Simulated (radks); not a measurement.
Isoelectronic series with 29 electrons, all held in the configuration [Ar] 3d10 4s1, which need not be the ground one along the series. Method: scalar-relativistic Kohn-Sham, r2SCAN, spin-polarised, spherical densities, finite nucleus; open shells are filled with parallel spins first (spin-orbit coupling, left out, can overturn this in heavy ions); meta-GGA in the generalised Kohn-Sham scheme; Fermi nuclear charge, rms radius of each element as measured or else 0.836 A^(1/3) + 0.57 fm; computed with a radial shooting solver on a logarithmic mesh with Libxc functionals. Total energies (hartree) and orbital eigenvalues (hartree) (* marks an orbital that is empty in some or all of the ions):

| ion | E (hartree) | 4s down* | 4s up | 3d down | 3d up |
|---|---|---|---|---|---|
| Er39+ | -12139.3551 | -67.09540 | -67.74856 | -112.4176 | -112.4688 |
| Tm40+ | -12553.3466 | -70.27524 | -70.94210 | -117.5825 | -117.6349 |
| Yb41+ | -12975.3294 | -73.53489 | -74.21534 | -122.8618 | -122.9155 |
| Lu42+ | -13405.4463 | -76.87540 | -77.56934 | -128.2556 | -128.3106 |
| Hf43+ | -13843.8203 | -80.29779 | -81.00510 | -133.7640 | -133.8203 |
| Ta44+ | -14290.4745 | -83.80263 | -84.52319 | -139.3873 | -139.4449 |
| W45+ | -14745.5047 | -87.39084 | -88.12454 | -145.1254 | -145.1844 |
| Re46+ | -15209.0197 | -91.06343 | -91.81014 | -150.9787 | -151.0391 |
| Os47+ | -15681.0701 | -94.82115 | -95.58073 | -156.9472 | -157.0090 |
| Ir48+ | -16161.8389 | -98.66540 | -99.43773 | -163.0310 | -163.0942 |
| Pt49+ | -16651.3457 | -102.5968 | -103.3818 | -169.2304 | -169.2951 |
| Au50+ | -17149.7452 | -106.6167 | -107.4141 | -175.5455 | -175.6117 |
| Hg51+ | -17657.1086 | -110.7261 | -111.5358 | -181.9765 | -182.0442 |
| Tl52+ | -18173.5954 | -114.9262 | -115.7481 | -188.5235 | -188.5927 |
